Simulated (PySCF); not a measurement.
# `CC(C)(C)O[SiH3]` in a uniform electric field

Compound: C4H12OSi.
Structure used (GFN2-xTB), in Å, numbered top down from 1:
```xyz
18
C4H12OSi angstrom
C     -0.6557   -0.7355   -1.2154
C     -0.3857    0.1791   -0.0194
C     -0.6927   -0.5538    1.2877
C     -1.2371    1.4487   -0.1240
O      0.9568    0.6017   -0.0301
Si     2.3775   -0.1527    0.0454
H     -1.7104   -0.9923   -1.2642
H     -0.3704   -0.2310   -2.1353
H     -0.0723   -1.6485   -1.1261
H     -0.4354    0.0794    2.1334
H     -0.1070   -1.4677    1.3491
H     -1.7485   -0.8053    1.3410
H     -2.2951    1.2014   -0.1193
H     -1.0216    2.1059    0.7146
H     -0.9988    1.9762   -1.0440
H      2.5813   -1.0869   -1.0679
H      3.2589    1.0022   -0.0259
H      2.5472   -0.9146    1.2886
```

Level: PBE0/def2-SVPD (PySCF); nuclei fixed, core orbitals frozen in the response. Permanent dipole (-1.094, -0.692, 0.033) D (1 au = 2.5417 D). Static polarisability (au):

```
x   85.36 -1.92  0.28
y   -1.92 75.47  0.00
z    0.28  0.00 75.89
```

Only the terms in μ and α are kept: μ(F) = μ + αF and ΔE = −μ·F − ½ F·αF.

**Question.** Apply 0.001 au along ±x, ±y and ±z in turn. Tabulate induced and total dipoles and both energy terms.

**Answer.** 
| field along | induced x (D) | induced y (D) | induced z (D) | total size (D) | −μ·F (kJ/mol) | −½F·αF (kJ/mol) |
| --- | --- | --- | --- | --- | --- | --- |
| +x | 0.217 | -0.005 | 0.001 | 1.121 | +1.130 | -0.112 |
| −x | -0.217 | 0.005 | -0.001 | 1.480 | -1.130 | -0.112 |
| +y | -0.005 | 0.192 | 0.000 | 1.208 | +0.715 | -0.099 |
| −y | 0.005 | -0.192 | 0.000 | 1.403 | -0.715 | -0.099 |
| +z | 0.001 | 0.000 | 0.193 | 1.313 | -0.034 | -0.100 |
| −z | -0.001 | 0.000 | -0.193 | 1.305 | +0.034 | -0.100 |

**Question.** For the field (-0.0006, 0.0007, -0.0010) au, what is the induced dipole, and what angle does it make with the field?

**Answer.** αF = (-0.134, 0.137, -0.193) D, at 3.4° to the field. The polarisability along this direction, F·αF/F², is 78.67 au, against a mean of 78.91 au.

**Question.** Which field along μ doubles the dipole in that direction (linear response)?

**Answer.** The polarisability along the dipole is 80.78 au, so F = 0.5095 au / 80.78 au = 0.0063 au = 0.32 V/Å; higher-order terms are ignored.

**Question.** What field makes μF equal to kT at 298 K?

**Answer.** kT = 0.9437 × 10⁻³ Eh, so F = 0.00185 au = 9.53 MV/cm.

**Question.** Induction energy −ᾱe²/2R⁴ of a unit charge at 10 Å, the molecule taken as a point?

**Answer.** R = 18.90 bohr, so the energy is −78.9/(2 × 18.90⁴) Eh = -0.812 kJ/mol. The charge–dipole term at its most favourable orientation, −μe/R², is -3.75 kJ/mol.

Isolated species at its GFN2-xTB geometry, gas phase.
